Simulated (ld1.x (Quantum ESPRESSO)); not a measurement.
## Pb: one change to a TM potential, before and after

lead (Pb), norm-conserving Troullier–Martins (Kleinman–Bylander form), made with ld1.x (Quantum ESPRESSO) 7.5 (LDA (PZ), scalar-relativistic). Core [Xe] 4f14, reference 5d10 6s2 6p2. Waves: 6s (bound): rc 1.50 bohr; 6p (bound): rc 2.60 bohr; 5d (bound): rc 1.35 bohr. Local part: the d channel. Core correction: none.

All-electron outer shells of the reference configuration (LDA (PZ), scalar-relativistic, ld1.x):

```csv
shell,level (eV),outermost node (bohr),outermost maximum (bohr)
4f,-133.26,–,0.35
5p,-85.96,0.49,0.88
5d,-21.29,0.52,1.07
6s,-12.32,1.01,1.95
6p,-3.71,1.18,2.63
```

Change: local potential the s channel.

Cutoffs: the cutoffs (Ry, on a coarse ladder) from which the occupation-weighted sum of valence levels, in a spherical-Bessel basis at the reference potential, stays within 10 and 1 mRy of its value at 400 Ry; they do not see the model core or the augmentation charge, which bear on the density cutoff. Errors are all-electron minus pseudo energies relative to the spin-unpolarised reference configuration.

What does the change do?

The potential gets neither clearly harder nor softer (90 Ry and 160 Ry → 90 Ry and 160 Ry); the bound ghost in p, s disappears; the number of tests that count goes from 8 to 9; of the 8 tests that both files solve, the error grows in 3 and shrinks in 3 by more than 15 % and 0.3 meV (median size 5.2 → 8.3 meV); the range in which the s phases agree narrows (upper end 2.3 → 0.4); the range in which the d phases agree narrows (upper end at the end of the scan → 0.8). In the separable form a ghost depends on how the local part lies against the semilocal potential of the channel, so the choice of the local part can create or remove one.

| quantity | base | changed |
| --- | --- | --- |
| cutoff, loose | 90 Ry | 90 Ry |
| cutoff, tight | 160 Ry | 160 Ry |
| loose cutoff by channel (10 mRy a level) | s 35 Ry, p 6 Ry, d 45 Ry | p 8 Ry, d 45 Ry, s 35 Ry |
| bound ghosts | s, p | none |
| tests counted (converged, no solver errors) | 8 of 9 | 9 of 9 |
| error for 5d10 6s2 6p1, meV [ΔE 6.83 eV] | -5.0 | -2.8 |
| error for 5d10 6s2 6p0, meV [ΔE 20.59 eV] | -16 | -9.9 |
| error for 5d10 6s1 6p0, meV [ΔE 53.47 eV] | -1.8 | +18 |
| error for 5d10 6s0 6p0, meV [ΔE 96.67 eV] | +76 | +66 |
| error for 5d10 6s0 6p4, meV [ΔE 18.03 eV] | +0.4 | +15 |
| error for 5d10 6s1 6p2, meV [ΔE 16.43 eV] | -5.8 | +6.6 |
| error for 5d10 6s2 6p2 (spin-polarised), meV [ΔE -0.45 eV] | +5.4 | +6.4 |
| error for 5d10 6s2 6p1 (spin-polarised), meV [ΔE 6.69 eV] | -2.4 | -0.4 |
| s: phases at 2.86 bohr within 0.05 rad from the reference energy up to (Ry; the scan ends near 5) | 2.3 | 0.4 |
| p: phases at 2.86 bohr within 0.05 rad from the reference energy up to (Ry; the scan ends near 5) | 4.1 | 3.4 |
| d: phases at 2.86 bohr within 0.05 rad from the reference energy up to (Ry; the scan ends near 5) | to the end of the scan | 0.8 |

Base: Tests not counted: 5d9 6s2 6p3 (solver errors, printed error -1316 eV). A true bound ghost makes a file unfit for plane-wave use even where its test errors are small: the radial tests pick states by their node count and pass the ghost by. Where a test does run into it, the solver fails or the error is huge.
